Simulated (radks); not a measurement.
Correlation energies from several functionals, in hartree. Species: Ar17+ 1s1; Tc+ [Kr] 4d5 5s1; N4+ [He] 2s1. Calculated with a radial shooting solver on a logarithmic mesh with Libxc functionals: non-relativistic Kohn-Sham, PBE, spin-polarised, spherical densities, point nucleus. Every spin shell is full or empty, so the densities are truly spherical. Functionals are evaluated on that one density, not self-consistently.

functional      Ar17+      Tc+        N4+
PW92        -0.058118  -3.8810   -0.21464
VWN5        -0.058035  -3.8990   -0.21566
PZ          -0.058755  -3.8727   -0.21383
Wigner              0  -2.0915   -0.11384
LYP                 0  -2.0317  -0.074537
P86         -0.021356  -2.4006  -0.065780
PW91        -0.010088  -2.2954  -0.069551
OP (B88)            0  -1.9626  -0.078163
TPSS                0  -2.1154  -0.055198
revTPSS             0  -2.1422  -0.057730
SCAN                0  -2.1183  -0.055993
r2SCAN              0  -2.1350  -0.056094
B95                 0  -2.5573  -0.077260
Tao-Mo              0  -2.0352  -0.039802
